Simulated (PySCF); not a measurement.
Mayer bond orders and bond lengths

CH₉NOSi₃.
Numbering: `[CH2:1]=[N:2][SiH2:3][SiH2:4][O:5][SiH3:6]` (hydrogens: H7, H8 on C1; H9, H10 on Si3; H11, H12 on Si4; H13, H14, H15 on Si6)

Structure used (GFN2-xTB), in Å, numbered top down from 1:
```
atom  x, y, z in Å
C1     3.5422   -0.4005    0.0148
N2     2.5109   -0.2592   -0.6728
Si3    1.0263    0.5871   -0.5134
Si4   -0.5365   -1.0948   -0.4011
O5    -1.9883   -0.3829   -0.2154
Si6   -3.1365    0.6686    0.2096
H7     3.7273    0.0990    0.9702
H8     4.3338   -1.0597   -0.3338
H9     0.9489    1.5809    0.5814
H10    1.0269    1.3589   -1.7632
H11   -0.7227   -1.9035   -1.6098
H12   -0.4207   -2.0124    0.7428
H13   -2.8210    1.1674    1.5484
H14   -4.3845   -0.0884    0.1859
H15   -3.1108    1.7474   -0.7768
```

Bond orders from the PBE0/pcSseg-1 density (PySCF). The structure is a single GFN2-xTB conformer in the gas phase; no vibrational or solvent corrections.

Question: How far do the computed orders between heavy atoms stray from the drawn ones?

Answer: The largest departure is 0.107, at Si4–O5 (drawn single, 0.893).

Question: Set the Mayer orders of the bonds between heavy atoms beside their lengths.

Answer: 
```csv
bond,drawn as,length (Å),Mayer order
C1–N2,double,1.248,1.951
N2–Si3,single,1.716,0.958
Si3–Si4,single,2.299,0.906
Si4–O5,single,1.628,0.893
O5–Si6,single,1.614,0.941
```

Bonds between the same two heavy elements. O–Si: lowest Si4–O5 (0.893, 1.628 Å), highest O5–Si6 (0.941, 1.614 Å).

Question: And the bonds to hydrogen?

Answer: C–H: 0.93 to 0.94 (2 bonds); H–Si: 0.87 to 0.93 (7 bonds).

Question: Sum the orders of all bonds at each heavy atom with more than one neighbour and set the sums beside the valence in the SMILES.

Answer: C1 3.819 (drawn 4), N2 2.909 (drawn 3), Si3 3.658 (drawn 4), Si4 3.626 (drawn 4), O5 1.834 (drawn 2), Si6 3.713 (drawn 4). Orders between atoms that aren't bonded are not in these sums.

For a closed shell the Mayer order of atoms A and B is Σ (PS)μν (PS)νμ over the basis functions μ on A and ν on B, with P the density and S the overlap matrix.

The run behind these numbers computed NMR shieldings as well. Hardware: an Arm Neoverse N1 with one thread, no GPU, shared host with 64 logical CPUs at a one-minute load of 61. Cost: 52 s of wall time (grids of density and orbitals included), 0.75 GiB resident at most.
